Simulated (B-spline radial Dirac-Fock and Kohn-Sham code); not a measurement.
Compton profile of Tb⁴²⁺

System: the Tb⁴²⁺ ion, [Ar] 3d5.

Input of the calculation (task.json; shells as n, l, electrons):

```json
{"items": [{
  "Z": 65,
  "q": 42,
  "cfg": [[1, 0, 2], [2, 0, 2], [2, 1, 6], [3, 0, 2], [3, 1, 6], [3, 2, 5]],
  "A": 159,
  "rrms": 5.06,
  "do": ["scatter"],
  "s": [0.0, 0.05, 0.1, 0.15, 0.2, 0.25, 0.3, 0.35, 0.4, 0.45, 0.5, 0.6, 0.7, 0.8, 0.9, 1.0, 1.1, 1.2, 1.4, 1.6, 1.8, 2.0, 2.5, 3.0, 3.5, 4.0, 5.0, 6.0],
  "pz": [0, 0.1, 0.13, 0.18, 0.24, 0.32, 0.43, 0.58, 0.78, 1.0, 1.4, 1.9, 2.5, 3.4, 4.5, 6.0, 8.1, 11.0, 15.0, 19.0, 26.0],
  "hv_scatter": [5000, 8047.8, 20000, 30000, 50000, 200000, 500000, 1000000]
}]}
```

Command: `python xray_run.py task.json out`

Model: the impulse approximation on Dirac-Fock orbitals of the configuration average with a finite nucleus. Program: a B-spline atomic structure program. pz is in atomic units of momentum; subshell profiles are per electron, for a selection of subshells; open shells are spread over both j values by their weights.

```
  pz  J total  J 1s1/2  J 2p1/2  J 3d3/2  J 3d5/2
   0   0.9176   0.0120   0.0208   0.0355   0.0360
0.58   0.9151   0.0120   0.0208   0.0355   0.0360
0.78   0.9131   0.0120   0.0208   0.0355   0.0360
   1   0.9102   0.0120   0.0208   0.0355   0.0360
 1.4   0.9032   0.0120   0.0208   0.0355   0.0360
 1.9   0.8912   0.0119   0.0208   0.0355   0.0360
 2.5   0.8722   0.0119   0.0208   0.0355   0.0360
 3.4   0.8346   0.0119   0.0208   0.0354   0.0359
 4.5   0.7761   0.0118   0.0207   0.0352   0.0357
   6   0.6809   0.0117   0.0206   0.0343   0.0347
 8.1   0.5401   0.0115   0.0201   0.0311   0.0314
  11   0.3760   0.0111   0.0188   0.0237   0.0236
  15   0.2337   0.0104   0.0161   0.0129   0.0126
  19   0.1542  0.00958   0.0126  0.00606  0.00580
  26  0.08020  0.00800  0.00727  0.00145  0.00134
```

J(0) = 0.9176. The 3p3/2 subshell gives the largest part, 24 %.

Mean momentum ⟨p⟩ by subshell (a.u.): 1s1/2 64.0, 2s1/2 23.0, 2p1/2 30.5, 2p3/2 27.9, 3s1/2 12.3, 3p1/2 14.6, 3p3/2 13.9, 3d3/2 16.6, 3d5/2 16.3.
